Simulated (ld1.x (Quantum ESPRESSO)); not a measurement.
Building the TM potential for tungsten (W) (PBEsol, fully relativistic).

W (Z = 74), norm-conserving Troullier–Martins (Kleinman–Bylander form), made with ld1.x (Quantum ESPRESSO) 7.5 (PBEsol, fully relativistic). Core [Xe] 4f14, reference 5d4 6s1 6p0 (charge +1). Waves: 6p (bound, empty): rc 2.80 bohr; 5d (bound): rc 1.45 bohr; 6s (bound): rc 2.05 bohr. Local part: the s channel. Core correction: Bessel-smoothed model core inside 0.95 bohr.

Open shells are filled in proportion to 2j + 1 (rel_dist='average').

All-electron outer shells of the reference configuration (PBEsol, scalar-relativistic, ld1.x):

```csv
shell,level (eV),outermost node (bohr),outermost maximum (bohr)
4f,-40.74,–,0.43
6s,-12.22,1.28,2.58
5d,-11.77,0.63,1.49
6p,-6.78,1.52,3.31
```

Does the generator finish with these settings?

Yes, a potential is produced and its reference levels are reproduced.

Estimate the cutoffs (Ry, on a coarse ladder) from which the occupation-weighted sum of valence levels, in a spherical-Bessel basis at the reference potential, stays within 10 and 1 mRy of its value at 400 Ry.

30 Ry and 55 Ry.

What does a ghost test show?

No extra level below or beside the all-electron valence levels (p1/2, p3/2, d3/2, d5/2, s, f tested).

Tests: 5d4 6s2 6p0; 5d4 6s0 6p0; 5d3 6s0 6p0; 5d3 6s2 6p1; 5d5 6s0 6p0; 5d4 6s1 6p1; 5d4 6s0 6p2. Which has the largest error in its energy relative to the reference configuration, and how large is it?

5d3 6s0 6p0, with -185 meV (all-electron minus pseudo) on +41.09 eV.
